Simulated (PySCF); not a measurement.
CHOS, charge +1, singlet, geometry from GFN2-xTB, with bond 4-1 at 2.0 times its length. Base run: TPSS/def2-SV(P) in PySCF.

Here is a job for PySCF.
```python
from pyscf import gto, scf, dft

mol = gto.Mole()
mol.atom = '''
    O    -0.051685    0.007582   -1.622180
    C     0.028890   -0.021204   -0.402282
    S    -0.022332    0.026657    1.103045
    H     1.246585   -0.727471   -2.892992
'''
mol.basis = 'def2-sv(p)'
mol.charge = 1
mol.spin = 0
mol.verbose = 4
mol.build()

mf = dft.RKS(mol)
mf.xc = 'tpss'
mf.kernel()
```

The base run was repeated with changes; each row names its change, and settings that it needs were set with it.

| change | ΔE vs base (µEh) | SCF cycles | outcome |
|---|---|---|---|
| base | 0.0 | 14 | converged |
| conv_tol = 1e-7 | 0.6 | 12 | converged |
| level_shift = 0.5 (with mf.max_cycle = 100) | - | 67 | not converged |
| level_shift = 1.0 (with mf.max_cycle = 100) | - | 100 | not converged |
| init_guess = mod_huckel | 0.0 | 21 | converged |
| conv_tol = 1e-12 | 0.0 | 16 | converged |
| conv_tol = 1e-11 | 0.0 | 15 | converged |
| solver = newton | 0.0 | - | converged |
| init_guess = huckel | 0.0 | 20 | converged |
| level_shift = 0.3 (with mf.max_cycle = 100) | - | 29 | not converged |
| DIIS = ADIIS | - | 28 | not converged |
| diis_space = 20 | 0.0 | 14 | converged |
| diis_space = 4 | 0.0 | 17 | converged |
